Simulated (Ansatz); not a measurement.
Se3⁺, relaxed as a quartet with UKS r2SCAN-D4/def2-TZVP in Ansatz, starting from the r2SCAN-D4/def2-TZVP geometry of the charge +1 doublet. Force threshold 0.02 eV/Å.

The relaxation made no stability test and no search for a lower SCF solution. At r2SCAN-D4/def2-TZVP a doublet of charge 1 lies 0.60 eV below the quartet, each at its own geometry. The structure comes from a short search, and lower isomers may exist.

Start:

```xyz
3

Se    1.365   -0.071    0.199
Se   -0.756    0.115    1.039
Se   -0.609   -0.044   -1.237
```

```tsv
step	energy (eV)	largest force component (eV/Å)	SCF passes
1	-196038.9139	2.791	19
2	-196039.4168	1.042	30
3	-196039.5004	0.495	30
4	-196039.5298	0.209	23
5	-196039.5322	0.035	23
6 (rejected)	-196039.5321	0.034	23
7	-196039.5323	0.002	26
```

Force components are those of the run's own axes.

End:

```xyz
3

Se    1.538   -0.068    0.398
Se   -0.686    0.104    0.944
Se   -0.852   -0.036   -1.343
```

By distances, no bond broke or formed. The bond that changes most is Se1–Se3, from 2.44 to 2.96 Å (atoms count from 1).

No frequencies were taken in this run, so the end may be a saddle point.

It took 24 s on 4 threads of Arm Neoverse V1 on a shared host.
